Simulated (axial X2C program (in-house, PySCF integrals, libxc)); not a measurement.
**TiP⁻ along the bond: B3LYP, two-component**

Calculated with an in-house relativistic program for diatomic molecules. Two-component (2c) means X2C with spin–orbit coupling and atomic mean-field two-electron Coulomb and Gaunt terms. Basis: Ti dyall-acv3z [11s11p7d4f2g], P dyall-av3z [9s8p3d2f] (cores contracted in-house); Gaussian nuclei, density fitting, unrestricted open shells. Masses: Ti 47.948 u, P 30.974 u.

State: Ω = 1 (⟨Sz⟩ = -1.00, ⟨Lz⟩ = 2.00 at B3LYP). Dipoles are positive if P is the positive end and refer to the centre of mass.

Results along the bond:

```
R (Å)   μ (D)  HOMO (eV)  LUMO (eV)
1.871  -2.235       0.68       1.55
1.956  -2.795       0.44       1.53
2.021  -3.166       0.27       1.51
2.086  -3.500       0.11       1.49
2.150  -3.795      -0.04       1.47
2.225  -4.086      -0.19       1.44
2.300  -4.296      -0.12       1.41
2.397  -4.332      -0.05       1.39
2.515  -3.910       0.01       1.39
```

One determinant describes the state; a PBE0 search over occupations chose it and may have missed a lower one. Density functionals use the spin component along the axis (collinear). PBE0 can misorder states that lie within some tenths of an eV, so this need not be the ground state of the molecule. The nearest other 2c determinant of the search, Ω = 3, lies 0.02 eV up at the distance of the search. The functionals have no current-density term, which raises determinants with orbital currents, atoms included. With several unpaired electrons one determinant need not be a pure state. The highest occupied level of some functionals is positive through self-interaction error; at Hartree–Fock it is bound. The determinant is spin-polarised beyond a pure state at some levels (its spin-free form has ⟨S²⟩ too high), which makes Re and μ there less reliable. The stretched end of a curve changes character and is left out. The LUMO of an anion is an unbound level whose energy the basis sets.
